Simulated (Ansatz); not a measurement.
A series at In: from trimethylindium, ligands are replaced one by one, each step taking up H₂O and setting free CH₄; n counts the steps. Ansatz, PBE0-D4/def2-TZVP geometries. Each molecule was computed in one conformer, which needn't be the lowest.

```csv
n,molecule,"HOMO energy, ωB97M-V/def2-TZVPP (eV)"
0,`[CH3][In]([CH3])[CH3]`,-9.18
1,`[CH3][In]([CH3])[OH]`,-9.62
2,`[CH3][In]([OH])[OH]`,-10.51
3,`[OH][In]([OH])[OH]`,?
```

Question: By hand: fit a straight line y = ȳ + b (n − n̄) to the 3 given rows and predict n = 3.

Answer: n̄ = 1.000, ȳ = -9.770; Σ(n − n̄)(y − ȳ) = -1.330, Σ(n − n̄)² = 2.000, so b = -0.665 eV a step. Prediction: -9.770 + (-0.665) × (2.000) = -11.10 eV.

Question: By hand: compare with the computed value, -11.17 eV, and give the steps along the whole series.

Answer: The line misses by -0.07 eV (computed minus predicted). Steps: -0.44, -0.89, -0.66 eV.

The steps differ by up to 0.45 eV without a steady trend. The highest orbital can change its character along such a series. The miss is 3.5 % of the series' range.
